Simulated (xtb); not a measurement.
C$_{2}$H$_{2}$F, charge -1, singlet, at a GFN2-xTB geometry; GFN2-xTB (xtb).

xtb was given this input:
```
$ xtb mol.xyz --gfn 2 --chrg -1 --etemp 3000 --json

# file mol.xyz
5

C      0.02235176     0.64734323    -0.01980650
C      1.14806260    -0.07296494    -0.02704209
F     -1.15423518    -0.30467257     0.03842180
H      1.26753555    -1.17115514     0.00255423
H      2.09809485     0.46693855    -0.06725891
```

Problem. Predict the main parts of the log of this xtb run.

Solution. 
```
   ID    Z sym.   atoms
    1    6 C      1, 2
    2    9 F      3
    3    1 H      4, 5

           -------------------------------------------------
          |                Calculation Setup                |
           -------------------------------------------------

           -------------------------------------------------
          |                 G F N 2 - x T B                 |
           -------------------------------------------------

          ...................................................
          :                      SETUP                      :
          :.................................................:
          :  # basis functions                  14          :
          :  # atomic orbitals                  14          :
          :  # shells                            8          :
          :  # electrons                        18          :
          :  max. iterations                   250          :
          :  Hamiltonian                  GFN2-xTB          :
          :  restarted?                      false          :
          :  GBSA solvation                  false          :
          :  PC potential                    false          :
          :  electronic temp.         3000.0000000     K    :
          :  accuracy                    1.0000000          :
          :  -> integral cutoff          0.2500000E+02      :
          :  -> integral neglect         0.1000000E-07      :
          :  -> SCF convergence          0.1000000E-05 Eh   :
          :  -> wf. convergence          0.1000000E-03 e    :
          :  Broyden damping             0.4000000          :
          :  net charge                         -1          :
          :  unpaired electrons                  0          :
          ...................................................

 iter      E             dE          RMSdq      gap      omega  full diag
   1    -10.1822632 -0.101823E+02  0.646E+00    4.32       0.0  T
   2    -10.1888432 -0.658008E-02  0.375E+00    4.18       1.0  T
   3    -10.1755242  0.133190E-01  0.210E+00    4.53       1.0  T
   4    -10.1921491 -0.166249E-01  0.467E-01    4.35       1.0  T
   5    -10.1923131 -0.163963E-03  0.170E-01    4.40       1.0  T
   6    -10.1923200 -0.691399E-05  0.503E-02    4.41       1.0  T
   7    -10.1923196  0.347807E-06  0.305E-02    4.42       1.5  T
   8    -10.1923219 -0.230836E-05  0.338E-03    4.42      13.2  T
   9    -10.1923219  0.300076E-07  0.361E-03    4.42      12.4  T
  10    -10.1923220 -0.554165E-07  0.113E-04    4.42     397.3  T
  11    -10.1923220  0.146001E-09  0.181E-04    4.42     246.6  T

   *** convergence criteria satisfied after 11 iterations ***

         :::::::::::::::::::::::::::::::::::::::::::::::::::::
         ::                     SUMMARY                     ::
         :::::::::::::::::::::::::::::::::::::::::::::::::::::
         :: total energy             -10.111345410369 Eh    ::
         :: gradient norm              0.000060527373 Eh/a0 ::
         :: HOMO-LUMO gap              4.419682465486 eV    ::
         ::.................................................::
         :: SCC energy               -10.192321947180 Eh    ::
         :: -> isotropic ES            0.159175809669 Eh    ::
         :: -> anisotropic ES          0.001059454975 Eh    ::
         :: -> anisotropic XC          0.001884467536 Eh    ::
         :: -> dispersion             -0.001938509965 Eh    ::
         :: repulsion energy           0.080976536810 Eh    ::
         :: add. restraining           0.000000000000 Eh    ::
         :: total charge              -0.999999999242 e     ::
         :::::::::::::::::::::::::::::::::::::::::::::::::::::

           -------------------------------------------------
          |                Property Printout                |
           -------------------------------------------------

    * Orbital Energies and Occupations

         #    Occupation            Energy/Eh            Energy/eV
      -------------------------------------------------------------
         1        2.0000           -0.4949799             -13.4691
         2        2.0000           -0.3386506              -9.2152
         3        2.0000           -0.2821219              -7.6769
         4        2.0000           -0.2428462              -6.6082
         5        2.0000           -0.2155005              -5.8641
         6        2.0000           -0.2025648              -5.5121
         7        2.0000           -0.1872795              -5.0961
         8        2.0000           -0.1203524              -3.2750
         9        1.9996           -0.0866723              -2.3585 (HOMO)
        10        0.0004            0.0757480               2.0612 (LUMO)
        11                          0.2011373               5.4732
        12                          0.3777940              10.2803
        13                          0.5120425              13.9334
        14                          0.8120398              22.0967
      -------------------------------------------------------------
                  HL-Gap            0.1624203 Eh            4.4197 eV
             Fermi-level           -0.0053268 Eh           -0.1449 eV

     #   Z          covCN         q      C6AA      α(0)
     1   6 C        1.745    -0.225    37.977     9.968
     2   6 C        2.830    -0.106    30.670     9.075
     3   9 F        0.768    -0.445    14.110     4.437
     4   1 H        0.922    -0.114     6.075     3.855
     5   1 H        0.924    -0.110     5.924     3.806

 Mol. C6AA /au·bohr⁶  :        409.164589
 Mol. C8AA /au·bohr⁸  :       9016.824741
 Mol. α(0) /au        :         31.140390

Wiberg/Mayer (AO) data.
largest (>0.10) Wiberg bond orders for each atom

 ---------------------------------------------------------------------------
     #   Z sym  total        # sym  WBO       # sym  WBO       # sym  WBO
 ---------------------------------------------------------------------------
     1   6 C    2.783 --     2 C    1.955     3 F    0.788
     2   6 C    3.903 --     1 C    1.955     5 H    0.965     4 H    0.948
     3   9 F    0.846 --     1 C    0.788
     4   1 H    0.987 --     2 C    0.948
     5   1 H    0.988 --     2 C    0.965
 ---------------------------------------------------------------------------

Topologies differ in total number of bonds
Writing topology from bond orders to xtbtopo.mol

molecular dipole:
                 x           y           z       tot (Debye)
 q only:        0.023       0.151      -0.005
   full:        0.360      -0.407       0.003       1.380
molecular quadrupole (traceless):
                xx          xy          yy          xz          yz          zz
 q only:       -4.434      -0.480       1.374       0.205       0.063       3.060
  q+dip:       -2.872      -1.514       0.258       0.185       0.109       2.614
   full:       -3.054      -0.703      -0.196       0.181       0.121       3.250

           -------------------------------------------------
          | TOTAL ENERGY              -10.111345410369 Eh   |
          | GRADIENT NORM               0.000060527373 Eh/α |
          | HOMO-LUMO GAP               4.419682465486 eV   |
           -------------------------------------------------

normal termination of xtb
```
